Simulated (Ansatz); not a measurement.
C4H3IO (`Ic1ccco1`) at its PBE0-D4/def2-TZVP geometry, where that method's forces vanish. Charge 0, multiplicity 1. I takes the def2 core potential.

```xyz
9

I    -2.8676    1.1711    0.6284
C    -0.9997    0.4264    0.2414
C    -0.5526   -0.4398   -0.7001
C     0.8477   -0.5710   -0.4632
C     1.1296    0.2218    0.5954
O     0.0068    0.8392    1.0377
H    -1.1454   -0.9195   -1.4609
H     1.5480   -1.1786   -1.0136
H     2.0332    0.4504    1.1349
```

Q: What forces (eV/Å) does ωB97M-V/def2-TZVPP give on these atoms in the Gaussian-basis code of Ansatz? (An estimate is asked.)

A: The calculation gave: 
```
I1  -0.055  0.026  0.016
C2  -0.065 -0.162 -0.217
C3  -0.245  0.066  0.011
C4   0.263 -0.036  0.030
C5   0.223 -0.119 -0.082
O6  -0.034  0.154  0.179
H7   0.031  0.041  0.059
H8  -0.044  0.053  0.052
H9  -0.073 -0.023 -0.049
```
